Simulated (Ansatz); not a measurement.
Relaxation of CH6BFS (10 atoms, charge 0, multiplicity 1), to a largest force component of 0.03 eV/Å in at most 50 steps.

Method: Ansatz, RHF/def2-SVP.

```xyz
10
Properties=species:S:1:pos:R:3
B 0.015 0.627 -0.224
F 0.046 -0.582 1.996
C 1.409 0.100 -0.729
H 1.447 -0.989 -0.714
H 1.528 0.411 -1.773
H 2.258 0.491 -0.168
H -1.025 0.110 -0.506
S -0.213 2.259 0.651
H 1.071 2.600 0.838
H -0.262 0.230 2.275
```

Q: Where does it end, and by what steps?

A: The run converged. The force dipped under the threshold on the way, but the program's further checks kept it going. After 27 steps the energy has fallen by 0.095 eV; F2 moved furthest, 0.58 Å.

| step | energy less start (eV) | largest force component (eV/Å) | accepted |
| --- | --- | --- | --- |
| 0 | 0.0000 | 0.774 | yes |
| 1 | -0.0294 | 1.507 | yes |
| 2 | 0.0544 | 3.391 | no |
| 3 | -0.0531 | 1.079 | yes |
| 4 | -0.0722 | 0.745 | yes |
| 5 | -0.0796 | 0.279 | yes |
| 6 | -0.0683 | 0.501 | no |
| 7 | -0.0834 | 0.151 | yes |
| 8 | -0.0872 | 0.097 | yes |
| 9 | -0.0831 | 0.846 | no |
| 10 | -0.0896 | 0.196 | yes |
| 11 | -0.0915 | 0.047 | yes |
| 12 | -0.0926 | 0.102 | yes |
| 13 | -0.0929 | 0.085 | yes |
| 14 | -0.0929 | 0.214 | no |
| 15 | -0.0935 | 0.023 | yes |
| 16 | -0.0939 | 0.040 | yes |
| 17 | -0.0940 | 0.092 | yes |
| 18 | -0.0944 | 0.051 | yes |
| 19 | -0.0946 | 0.048 | yes |
| 20 | -0.0946 | 0.037 | yes |
| 21 | -0.0949 | 0.019 | yes |
| 22 | -0.0943 | 0.167 | no |
| 23 | -0.0951 | 0.031 | yes |
| 24 | -0.0952 | 0.049 | yes |
| 25 | -0.0952 | 0.033 | yes |
| 26 | -0.0952 | 0.034 | yes |
| 27 | -0.0952 | 0.022 | yes |

```xyz
10
Properties=species:S:1:pos:R:3
B 0.064 0.740 -0.379
F -0.205 -0.720 2.495
C 1.449 0.181 -0.866
H 1.563 -0.833 -0.468
H 1.451 0.083 -1.956
H 2.317 0.767 -0.565
H -0.970 0.247 -0.723
S -0.158 2.147 0.746
H 1.117 2.477 0.970
H -0.352 0.167 2.393
```

Whether the end is a true minimum wasn't checked by a vibrational analysis.

Run time: 55 s on 1 thread of Arm Neoverse V2, on a shared host, peak memory 0.16 GiB.
